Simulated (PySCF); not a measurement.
Electron correlation in Be (beryllium, neutral)

[He] 2s2, closed-shell 1S. Computed with PySCF 2.14 in 6-31G* (3s2p1d, 14 functions), with no relativity, point nucleus. Frozen: 1s2; 2 electrons correlated.

Total MP2 correlation energy: -26.00 mhartree.

Same-spin part 0.00 and opposite-spin part -26.00 mhartree; SCS-MP2 scales them by 1/3 and 6/5 to -31.20 mhartree.

With two correlated electrons CCSD is exact within the correlated space (frozen core and kept virtual orbitals).

| level | correlation energy (mhartree) |
| --- | --- |
| CCSD | -46.29 |

Diagnostics: T1 = 0.012, D1 = 0.0173, largest double amplitude 0.170.

Is a single reference adequate?

Not fully. A double-excitation amplitude exceeds 0.15, a sign of near-degeneracy.
